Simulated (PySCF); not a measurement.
PySCF input for C2H6BO2, SMILES CO[B]OC (connectivity only; charge and spin as stated), charge +1, multiplicity 1, PBE0/pcSseg-1. Coordinates come from a PBE0-D3(BJ)/def2-SVP optimisation. The multiplicity is an assumed one; no other spin state was optimised. The isomer is the one that the SMILES or the coordinates give; other isomers of the formula were not compared. The values are those of a single conformer.

```python
import numpy as np
from pyscf import gto, scf, dft
from pyscf.prop.nmr import rks as nmr

mol = gto.M(
    atom='''
    C    -2.62316638    0.05396486   -0.13956055
    O    -1.23423984   -0.15220190    0.14692516
    B    -0.00000000   -0.00000001    0.10770921
    O     1.23423984    0.15220189    0.14692518
    C     2.62316637   -0.05396485   -0.13956055
    H    -2.78425554   -0.14285438   -1.20573940
    H    -3.18546666   -0.65279683    0.47976843
    H    -2.87411484    1.08926829    0.11865991
    H     2.87411484   -1.08926832    0.11865975
    H     2.78425555    0.14285455   -1.20573937
    H     3.18546665    0.65279676    0.47976851
    ''',
    basis='pcSseg-1',
    charge=1,
    spin=0,
    max_memory=1600,
    verbose=3,
)
mf = dft.RKS(mol, xc='pbe0')
mf.grids.level = 3
mf.conv_tol = 1e-10
mf.max_cycle = 100
mf.kernel()
n = nmr.NMR(mf)
n.verbose = 2
n.max_cycle_cphf = 60
sigma = n.kernel()
print('atom   isotropic/ppm   span/ppm')
for i, s in enumerate(sigma):
    w = np.linalg.eigvalsh((s + s.T) / 2)
    print(f'{mol.atom_symbol(i):2s}{i + 1:3d} {w.mean():14.3f} {w[2] - w[0]:11.3f}')
```

Program output:

```
converged SCF energy = -254.580830188131
atom   isotropic/ppm   span/ppm
C   1        116.826     106.097
O   2        310.491     152.541
B   3        102.995     176.777
O   4        310.491     152.541
C   5        116.826     106.097
H   6         26.302       9.410
H   7         26.405       9.484
H   8         26.293       9.457
H   9         26.293       9.457
H  10         26.302       9.410
H  11         26.405       9.484
```

The calculation finished and met its thresholds.

Cost: roughly 13 core-seconds.
